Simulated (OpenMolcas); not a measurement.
## Mn VI: from RASSCF to RASPT2

* Program: OpenMolcas 26.06
* Basis: ANO-R2 [7s4p4d2f1g]
* Scalar Hamiltonian: X2C, finite nucleus
* Active space: 8 electrons in 8 orbitals (RAS1 3p, at most 2 holes; RAS2 3d)
* State averaging: 2S+1 = 3 even, 10 roots; 2S+1 = 1 even, 15 roots
* Spin-orbit coupling: RASSI with atomic mean-field integrals over the reference wave functions, term energies averaged over their components

Methods on the same reference wave functions:
A. RASSCF
B. SS-RASPT2, IPEA 0.25 Eh, imaginary shift 0.1 Eh (closed shells correlated: 3s)

Energies in cm-1 above 3d2 3F2, the measured ground level; measured values from Corliss and Sugar, J. Phys. Chem. Ref. Data 6, 1253 (1977).

```csv
Level,A,B,Measured
3d2 3F2,0.0,0.0,0.0
3d2 3F3,767,770,746
3d2 3F4,1736,1738,1669
3d2 1D2,17139,15640,15336
3d2 3P0,20582,18560,17782
3d2 3P1,20858,18830,18057
3d2 3P2,21459,19450,18628
3d2 1G4,29414,26040,25511
3d2 1S0,61496,59800,
```

Deviations, from unrounded energies. A percentage is the sum of absolute deviations over the sum of measured energies, with the sign that they share, or ± where signs differ.

```
                        Against measurement  Levels      A     B
             mean absolute deviation (cm-1)       7   2000   470
      fine structure of the ground term (%)       2   +3.6  +3.8
other terms of the ground configuration (%)       5  +14.8  +3.4
```

B lies closest to measurement on these levels. The largest miss of B in the table is 3d2 3P2, by +820 cm-1. The ranking rests on the paired levels alone, and a cruder setting can come out closer through cancelling errors.

From A to B the spin-free energies of the other terms of 3d2 shown, above 3F, scale by factors of 0.88 to 0.97.

The lowest spin-free term lies below A's lowest term by 0.206 hartree in B.

CASPT2 breaks the degeneracy within a term, and the mean is taken; among the terms shown or strongly mixed into the levels shown the widest spread is 410 cm-1 (3d2 3F, B). Active for correlation alone: 3p; no level in the range computed is led by a configuration that opens it, so any true level of that kind is missing. Without dynamic correlation excited terms often stand tens of per cent too high (terms of higher spin than the ground term too low), and those without a measured partner can miss by more than the paired ones (holds for A). Computed and measured levels are paired by configuration, term and J; levels that our copy of the source lacks, or whose pairing is in doubt (as where it misses far off the trend of its configuration), stay unpaired and out of the deviations. Only configurations of the active space appear.
